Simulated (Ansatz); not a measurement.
`[GeH3][I]` + Cl• → `[GeH2][I]`• + HCl at 600 K and 1 bar (hydrogen abstraction from a Ge–H bond).

Gas-phase electronic energies from Ansatz, PBE0-D4/def2-TZVP geometries. CCSD(T)/CBS is the MP2 limit (def2-TZVPP, def2-QZVPP) plus CCSD(T) − MP2 in def2-TZVPP, frozen cores. This one scheme is used for every species, atoms too. Open shells (•) are unrestricted, without spin–orbit coupling. Spin–orbit coupling would lower the free atoms: a little for Cl. Elements past krypton have def2 core potentials. For Ge, I outer-core shells are correlated without core-valence functions, so the limit isn't a true one: a few kJ/mol of doubt a bond, and 10 to 20 or more in all where bonds break to atoms. Scalar relativity is left out up to krypton.

```json
{"species": "`[GeH3][I]`", "CCSD(T)/CBS energy (Eh)": "-2375.37957", "H − E (kJ/mol)": "95.8", "S (J/(mol·K))": "331.0"}
{"species": "Cl•", "CCSD(T)/CBS energy (Eh)": "-459.70966", "H − E (kJ/mol)": "12.5", "S (J/(mol·K))": "182.8"}
{"species": "`[GeH2][I]`•", "CCSD(T)/CBS energy (Eh)": "-2374.73820", "H − E (kJ/mol)": "68.5", "S (J/(mol·K))": "336.0"}
{"species": "HCl", "CCSD(T)/CBS energy (Eh)": "-460.38127", "H − E (kJ/mol)": "35.4", "S (J/(mol·K))": "207.2"}
```

H − E and S are ideal-gas, rigid-rotor, harmonic terms from PBE0-D4/def2-TZVP, with the whole ground term of open shells counted as degenerate. 1 Eh = 2625.50 kJ/mol, R = 8.31446 J/(mol·K).

Question: By hand: ΔE, ΔH, ΔS and ΔG.

Answer: ΔE = (-2374.73820) + (-460.38127) − (-2375.37957) − (-459.70966) = -0.03024 Eh = -79.4 kJ/mol. Δ(H − E) = 68.5 + 35.4 − 95.8 − 12.5 = -4.4, so ΔH = -83.8 kJ/mol. ΔS = 336.0 + 207.2 − 331.0 − 182.8 = 29.4 J/(mol·K). ΔG = -83.8 − 600 × (29.4)/1000 = -101.4 kJ/mol.

Question: By hand: the equilibrium constant, and the temperature at which ΔG would vanish if ΔH and ΔS stayed fixed.

Answer: log₁₀ K = −ΔG/(RT ln 10) = 8.8. ΔH and −TΔS have one sign here, so there is no such temperature.

ΔH outweighs TΔS. A doubt of 5 kJ/mol in ΔE shifts log₁₀ K by 0.4 here. These are equilibria of isolated gas molecules and say nothing of rates. Largest T1 diagnostic: 0.012 (customary marks: 0.02 for closed shells, 0.045 for open ones).
